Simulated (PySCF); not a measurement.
An unknown gives this computed stick spectrum. The calculation used TDDFT CAM-B3LYP/def2-SVPD, vertical, gas phase, core orbitals frozen in the response (PySCF). Geometries: GFN2-xTB, one conformer each.

```tsv
state	E (eV)	f	main configurations (H = HOMO, L = LUMO)
S1	2.64	0.0005	H→L (97%)
S2	4.83	0.0098	H→L+1 (50%), H-1→L (46%)
S3	5.91	0.023	H→L+2 (72%), H→L+4 (22%)
S4	6.17	0.012	H→L+4 (39%), H→L+3 (29%), H→L+2 (12%)
S5	6.35	0.203	H-1→L (36%), H→L+1 (34%), H-1→L+1 (20%)
S6	6.54	0.062	H-1→L+1 (67%)
S7	7.07	0.057	H→L+3 (36%), H→L+4 (23%), H→L+6 (12%)
S8	7.20	0.014	H→L+6 (45%), H→L+7 (15%)
```

Orbital energies (eV): HOMO-3 -11.38, HOMO-2 -11.31, HOMO-1 -9.70, HOMO -7.77, LUMO -0.86, LUMO+1 0.50, LUMO+2 1.16.

Question: Which candidate is it?
A. `O=[P@@H]1CC[C@@H]1[SiH3]`
B. `C1COCCO1`
C. `O=C=PC[SiH3]`

Answer: C. Its S1, at 2.64 eV, is the lowest among the candidates; the nearest of the others has S1 at 6.99 eV. S1 is HOMO→LUMO (97%). Löwdin shares by element: HOMO phosphorus 43%, carbon 34%, oxygen 17%; LUMO carbon 45%, oxygen 26%, phosphorus 21%. At the same level the other candidates give, for their lowest levels:
- `O=[P@@H]1CC[C@@H]1[SiH3]`: 7.20 eV (f 0.005); 7.24 eV (f 0.005); 7.42 eV (f 0.015); 7.47 eV (f 0.002); 7.57 eV (f 0.034); T1 6.91 eV; HOMO -9.27, LUMO 1.00 eV
- `C1COCCO1`: 6.99 eV (f 0.000); 7.45 eV (f 0.080); 7.62 eV (f 0.053); 7.73 eV (f 0.000); 7.84 eV (f 0.026); T1 6.80 eV; HOMO -8.44, LUMO 1.43 eV

Shape of the structure used: `[O:1]=[C:2]=[P:3][CH2:4][SiH3:5]`: C2–P3–C4–Si5 -64°.
Triplets come from the Tamm–Dancoff approximation.
